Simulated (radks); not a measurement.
Results of a calculation; reference values are marked as such.
All-electron atom: Cs53+ in [He]. Code: a radial shooting solver on a logarithmic mesh with Libxc functionals. Model: Dirac Kohn-Sham, exchange-only PBE, spin-unpolarised, spherical densities, finite nucleus; Fermi nuclear charge, rms radius 4.8041 fm.

Normalised radial functions P(r) = r R(r) (large component), r in bohr:

```
   r/bohr * 1s1/2 (the largest magnitude, 5.43, reaches the edge; | marks zero)
0.0009808 |         *
 0.001142 |          *
 0.001329 |            *
 0.001547 |             *
 0.001787 |               *
 0.002081 |                 *
 0.002422 |                    *
  0.00282 |                      *
 0.003256 |                         *
 0.003791 |                            *
 0.004413 |                               *
 0.005138 |                                  *
 0.005981 |                                      *
 0.006908 |                                         *
 0.008042 |                                            *
 0.009362 |                                               *
   0.0109 |                                                  *
  0.01259 |                                                    *
  0.01465 |                                                      *
  0.01706 |                                                      *
  0.01986 |                                                     *
  0.02293 |                                                   *
   0.0267 |                                                *
  0.03108 |                                           *
  0.03618 |                                      *
  0.04179 |                               *
  0.04865 |                         *
  0.05664 |                  *
  0.06593 |            *
  0.07614 |        *
  0.08864 |    *
   0.1032 |  *
```

1s1/2: eigenvalue -41599 eV, 0 radial nodes, <r> = 0.0260 bohr, 90 % of the charge inside 0.0467 bohr.
